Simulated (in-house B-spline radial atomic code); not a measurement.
**PBE excitations of P IV (P3+)**

Method: PBE. Computed with an all-electron radial atomic-structure program (B-spline basis): linear response of the closed shell [Ne] 3s2 with the functional's adiabatic kernel; scalar-relativistic (spin-free one-electron X2C), finite nucleus, no spin-orbit coupling, no double excitations, S, P, D and F terms only.

Command:
```bash
python run_td.py task.json out
```
Settings (radii: box in bohr, nucleus in fm):
```
Z                        15
electrons                12
configuration            [Ne] 3s2
hamiltonian              x2c
method                   pbe,pbe
box_radius               23.08
rms_radius               3.1889
intervals                73
```

Cost of the run: 0.4 s on 1 thread of Intel(R) Xeon(R) Platinum 8488C (Sapphire Rapids) (shared host).

The lowest states, in the order of their Tamm-Dancoff energies; the method's threshold (minus the highest occupied level) is 45.61 eV. Labels give the largest channel, * marks a mixed state, and oscillator strengths are full-response dipole values. Semilocal kernels can invert the small singlet-triplet splittings of Rydberg terms. Energies in eV:

```
     state  full response  Tamm-Dancoff  oscillator strength
3s → 3p 3P          7.916         8.201                    -
3s → 3p 1P              ?             ?                    ?
3s → 3d 3D         21.630        21.755                    -
3s → 3d 1D         23.699        23.708                    -
3s → 4s 3S              ?             ?                    -
3s → 4s 1S         28.434        28.459                    -
3s → 4p 3P          30.68         30.70                    -
3s → 4p 1P          31.09         31.12                0.055
3s → 4d 3D          34.91         34.92                    -
3s → 4d 1D          35.21         35.21                    -
```

Where does 3s → 3p 1P lie?

At 13.078 eV in full response, 13.606 eV in Tamm-Dancoff, oscillator strength 1.48.

Where does 3s → 4s 3S lie?

At 27.528 eV in full response, 27.535 eV in Tamm-Dancoff.

How large is the singlet-triplet splitting of 3s → 3p (P terms) in Tamm-Dancoff?

5.41 eV, from the unrounded values.

What polarisabilities and dispersion coefficient does the method give?

Dipole 6.612 bohr³, quadrupole 13.84 bohr⁵, C6 16.6 hartree·bohr⁶ for two such species.
